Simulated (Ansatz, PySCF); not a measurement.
C$_{2}$H$_{6}$BIO (SMILES COB(C)I), singlet, geometry from GFN2-xTB (all electrons, no relativity). Base run: CASSCF(2,3)/STO-3G run with PySCF.

The PySCF input:
```python
from pyscf import gto, scf, mcscf
import numpy

mol = gto.M(
    atom='''
B    -0.647414   -0.734614    0.261940
I     0.638719    0.944742   -0.049974
C    -1.546115   -0.770083    1.565370
H    -2.180094   -1.651799    1.644525
H    -2.195867    0.103828    1.610367
H    -0.926828   -0.732179    2.461573
O    -0.558685   -1.619513   -0.711940
C    -1.229779   -2.842149   -0.877555
H    -1.807639   -2.794047   -1.802629
H    -0.482424   -3.633159   -0.964393
H    -1.897357   -3.061373   -0.041866
''',
    basis='sto-3g',
    charge=0,
    spin=0,
    verbose=4,
)

mf = scf.RHF(mol)
mf.kernel()
mc = mcscf.CASSCF(mf, 3, 2)
mc.fix_spin_(ss=0.0)
mc.kernel()
occ = numpy.linalg.eigvalsh(mc.fcisolver.make_rdm1(mc.ci, mc.ncas, mc.nelecas))[::-1]
ss = mc.fcisolver.spin_square(mc.ci, mc.ncas, mc.nelecas)[0]
print('natural occupations', occ.round(4), ' <S^2>', round(ss, 4))
```

Programs used: Ansatz (a program for electronic structure), PySCF; a row that names a program was run with it.

The base run was repeated with changes; each row names its change, and settings that it needs were set with it.

```csv
change,ΔE vs base (mEh),natural occupations,<S^2> of the state
base,0.000,1.98 0.01 0.00,0.00
fix_spin_ = off,0.000,1.98 0.01 0.00,0.00
"active space = 6 electrons, 7 orbitals",-40.344,1.98 1.98 1.97 0.03 0.02 0.02 0.00,0.00
solver = newton,0.000,1.98 0.01 0.00,0.00
"code = ansatz; correction = SC-NEVPT2, all electrons",-183.8,-,-
orbitals = fixed (CASCI); correction = SC-NEVPT2,-176.5,2.00 0.00 0.00,0.00
orbitals = fixed (CASCI),12.058,2.00 0.00 0.00,0.00
conv_tol = 1e-5,0.000,1.98 0.01 0.00,0.00
"active space = 8 electrons, 8 orbitals",-66.639,1.98 1.98 1.98 1.96 0.04 0.02 0.02 0.02,0.00
correction = SC-NEVPT2,-180.9,1.98 0.01 0.00,0.00
"active space = 2 electrons, 4 orbitals",-0.836,1.98 0.01 0.00 0.00,0.00
```

Active orbitals are taken around the Fermi level unless the row says otherwise; CASSCF can end in different local minima, and two programs can end on different orbitals. State-averaged rows give the lowest state.
